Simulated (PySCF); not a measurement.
**Selenium: a sound run and one with changed settings**

Sound run: Se⁺ [Ar] 3d10 4s2 4p3, Se²⁺ [Ar] 3d10 4s2 4p2. Calculation: PySCF 2.14, in 6-31G*; the non-relativistic Hamiltonian (point nucleus). The sound run starts from symmetry-adapted Hartree-Fock orbitals and uses a fine grid where one is needed.

Changed run: initial guess minao, at most 50 SCF cycles, level shift 10.0 hartree.

```
species  method  sound run (hartree)  changed run (hartree)  converged
    Se⁺     UHF          -2399.21035            -2399.21034         no
    Se⁺  M06-2X          -2400.87026            -2400.87023         no
    Se⁺   M06-L          -2400.76023            -2400.76015         no
   Se²⁺     UHF          -2398.44268            -2398.44268         no
   Se²⁺  M06-2X          -2400.08570            -2400.08568         no
   Se²⁺   M06-L          -2399.98411            -2399.98404         no
```

A level shift slows the SCF but leaves a converged energy unchanged.
